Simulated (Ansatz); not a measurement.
`N#[C][Sn]([F])([F])[Cl]` + `C#N` → `N#[C][Sn]([F])([F])[C]#N` + HCl at 700 K and 1 bar (formal exchange of groups at the Sn–Cl bond).

Program: Ansatz. Geometries: PBE0-D4/def2-TZVP. ΔE: electronic, gas phase. CBS: MP2 limit from def2 TZ/QZ plus the TZ coupled-cluster correction, frozen cores. This one scheme is used for every species. Elements past krypton have def2 core potentials. For Sn outer-core shells are correlated without core-valence functions, which leaves a few kJ/mol of doubt a bond.

| species | CCSD(T)/CBS energy (Eh) | H − E (kJ/mol) | S (J/(mol·K)) |
| --- | --- | --- | --- |
| `N#[C][Sn]([F])([F])[Cl]` | -966.22816 | 104.5 | 482.1 |
| `C#N` | -93.32098 | 68.7 | 235.2 |
| `N#[C][Sn]([F])([F])[C]#N` | -599.13719 | 130.8 | 506.3 |
| HCl | -460.38127 | 38.4 | 211.8 |

H − E and S are ideal-gas, rigid-rotor, harmonic terms from PBE0-D4/def2-TZVP. 1 Eh = 2625.50 kJ/mol, R = 8.31446 J/(mol·K).

Question: By hand: ΔE, ΔH, ΔS and ΔG.

Answer: ΔE = (-599.13719) + (-460.38127) − (-966.22816) − (-93.32098) = 0.03068 Eh = 80.6 kJ/mol. Δ(H − E) = 130.8 + 38.4 − 104.5 − 68.7 = -4.0, so ΔH = 76.6 kJ/mol. ΔS = 506.3 + 211.8 − 482.1 − 235.2 = 0.8 J/(mol·K). ΔG = 76.6 − 700 × (0.8)/1000 = 76.0 kJ/mol.

Question: By hand: the equilibrium constant, and the temperature at which ΔG would vanish if ΔH and ΔS stayed fixed.

Answer: log₁₀ K = −ΔG/(RT ln 10) = -5.7. ΔG = 0 at ΔH/ΔS = 95750 K, far beyond where these terms or the molecules hold.

The number of gas molecules stays the same, so ΔS is small and ΔH decides. A doubt of 5 kJ/mol in ΔE shifts log₁₀ K by 0.4 here. These are equilibria of isolated gas molecules and say nothing of rates. Largest T1 diagnostic: 0.015 (customary marks: 0.02 for closed shells, 0.045 for open ones).
